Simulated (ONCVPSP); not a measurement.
**W (Z = 74), ONCV: configuration errors across variants**

ONCVPSP 4.0.1 input, shortened (lines: element, Z, core and valence counts, functional; n l f; lmax; l rc ep ncon nbas qcut; lloc lpopt rc5 dvloc0; l nproj debl; icmod fcfact rcfact), LDA (Perdew-Wang 92), scalar-relativistic:

```
  W 74.00   10    3  -001012      upf
    1    0    2.00
    2    0    2.00
    2    1    6.00
    3    0    2.00
    3    1    6.00
    3    2   10.00
    4    0    2.00
    4    1    6.00
    4    2   10.00
    4    3   14.00
    5    0    2.00
    5    1    6.00
    5    2    4.00
    2
    0    1.80    0.00    4    7    7.30
    1    1.20    0.00    3    6    5.50
    2    2.25    0.00    5    9    7.30
    4    5    0.80    3.00
    0    3    1.10
    1    2    2.60
    2    2    3.40
    0    0.00    0.00
```

In the s channel the program set the typed energies aside and used -3.510, 0.050, 1.150 Ha.

All-electron excitation energies from the reference (eV): (1) 5s2 5p6 5d4 6s2 -25.144; (2) 5s2 5p6 5d4 6s1 -16.018; (3) 5s2 5p6 5d3 25.705; (4) 5s2 5p6 5d5 -15.173.

1 further variants failed, have other tests or too few solved ones, and are left out.

A true bound ghost makes a file unfit for plane-wave use even where its test errors are small: the radial tests pick states by their node count and pass the ghost by.

Errors AE − PS in meV (a dash: test not solved or not reliable):

| change | (1) | (2) | (3) | (4) | bound ghosts | GHOST(+) flags above zero |
| --- | --- | --- | --- | --- | --- | --- |
| base | +11 | +6.0 | -7.5 | +0.5 | s | p |
| s: rc 2.2 | +7.9 | +5.0 | -7.2 | +0.6 | s | p |
| all radii scaled by about 1.26 (s 2.26, p 1.52, d 2.84 bohr); local potential polynomial inside 1.00 bohr (lpopt 5, dvloc0 3 Ha) | +8.5 | +5.1 | +4.3 | +5.1 | none | s, p, d |
| p: rc 1.76 | +11 | +6.0 | -6.4 | +0.7 | s | p |
| p: qcut 6.4 | +11 | +6.0 | -7.5 | +0.5 | s | p |
| s: ncon 5, nbas 8 | +13 | +6.6 | -7.5 | +0.5 | s | p |
| local potential polynomial inside 0.80 bohr (lpopt 5, dvloc0 9.5 Ha) | +11 | +6.1 | -7.4 | +0.5 | none | s, p |
| core correction Teter function, fcfact 5.5, rcfact 1.05 | +7.2 | +4.7 | -7.8 | +0.4 | s | p |

Task: Give the same row for: local potential polynomial inside 1.05 bohr (lpopt 3, dvloc0 0 Ha).

Result: +11, +6.1, -7.5, +0.5; bound ghosts: none; GHOST(+) flags above zero: s.
